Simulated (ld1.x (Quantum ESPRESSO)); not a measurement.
**Transferability test, TM potential for lead (Pb)**

- Element: lead (Pb)
- Generator: ld1.x (Quantum ESPRESSO) 7.5
- Type: norm-conserving Troullier–Martins (Kleinman–Bylander form)
- Functional: PBEsol
- Relativity: scalar-relativistic
- Frozen core: [Xe] 4f14 5d10
- Valence charge: 4
- Reference configuration: 6s2 6p2
- Partial waves: 6p (bound): rc 2.10 bohr; 6s (bound): rc 1.95 bohr
- Local potential: the s channel
- Core correction: a·sin(br)/r model core inside 1.40 bohr

Energies are relative to the spin-unpolarised reference configuration 6s2 6p2; without spin polarisation the order of configurations can differ from experiment.

```csv
valence configuration,charge,ΔE all-electron (eV),error AE − PS (meV)
6s2 6p1,+1,6.598,-18
6s1 6p0,+3,52.524,-644
6s1 6p2,+1,16.176,-85
6s1 6p3,0,8.771,-36
6s0 6p4,0,17.906,-139
```

What are ΔE and the potential's error for 6s2 6p2.3?

ΔE = -0.804 eV all-electron; the error (AE − PS) is +0.1 meV.

What are ΔE and the potential's error for 6s2 6p0?

ΔE = 20.045 eV all-electron; the error (AE − PS) is -127 meV.

Levels in the configuration 6s1 6p2:

| level | all-electron (eV) | pseudo (eV) |
| --- | --- | --- |
| 6s | -20.467 | -20.650 |
| 6p | -10.743 | -10.826 |
